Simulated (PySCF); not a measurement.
Al(OH)2 (AlH2O2), SMILES [Al+]([OH])[OH], charge +1.

Coordinates come from a B3LYP-D3(BJ)/def2-TZVP optimisation. The spin state was assumed, not searched. The isomer is the one that the SMILES or the coordinates give; other isomers of the formula were not compared. The values are those of a single conformer.

Computed with TDDFT-CAM-B3LYP/def2-SVPD (PySCF).

Vertical excitations. The molecule is in vacuum. State labels are in the subgroup C2h.

Computed UV-visible absorptions:
| state | symmetry | energy (eV) | λ (nm) | f | main pairs |
|---|---|---|---|---|---|
| S1 | Bg | 6.04 | 205 | 0.000 | HOMO→LUMO 99 % |
| S2 | Ag | 6.29 | 197 | 0.000 | HOMO−1→LUMO 98 % |
| S3 | Au | 6.64 | 187 | 0.071 | HOMO−2→LUMO 99 % |
| S4 | Bu | 6.74 | 184 | 0.076 | HOMO−3→LUMO 98 % |
| S5 | Au | 8.66 | 143 | 0.000 | HOMO→LUMO+1 98 % |
| S6 | Bu | 8.92 | 139 | 0.005 | HOMO−1→LUMO+1 50 %, HOMO→LUMO+2 49 % |
| S7 | Bg | 9.05 | 137 | 0.000 | HOMO−2→LUMO+1 93 % |
| S8 | Au | 9.11 | 136 | 0.009 | HOMO−1→LUMO+2 98 % |
| S9 | Ag | 9.25 | 134 | 0.000 | HOMO−3→LUMO+1 57 %, HOMO−2→LUMO+2 42 % |
| S10 | Bg | 9.34 | 133 | 0.000 | HOMO−3→LUMO+2 93 % |
| T1 | Bg | 5.67 | 219 | 0 | HOMO→LUMO 98 % |
| T2 | Ag | 5.87 | 211 | 0 | HOMO−1→LUMO 97 % |
| T3 | Au | 6.03 | 205 | 0 | HOMO−2→LUMO 97 % |
| T4 | Bu | 6.08 | 204 | 0 | HOMO−3→LUMO 97 % |
Triplets are in the Tamm–Dancoff approximation, which puts them higher than full response would, so one can lie above its singlet here.
